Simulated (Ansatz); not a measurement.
H2Se2 (SMILES [SeH][SeH]) moved off its minimum; all values from Ansatz (an electronic-structure program), cores frozen in correlated methods.
(charge 0, multiplicity 1)
```xyz
4

Se     0.29378    -0.98015     0.65651
H     -0.08888    -1.89407    -0.38746
Se    -0.28004     0.94038    -0.75712
H     -1.54082     1.16201    -0.08206
```

Give the forces (eV/Å), the total energy and the dipole at CCSD(T)/aug-cc-pVTZ.


```csv
atom,Fx,Fy,Fz
Se1,0.007,1.212,-0.122
H2,-0.206,-0.599,-0.451
Se3,0.731,-0.715,0.360
H4,-0.532,0.102,0.214
```
Energy -4801.3184 hartree, dipole 0.71 D.
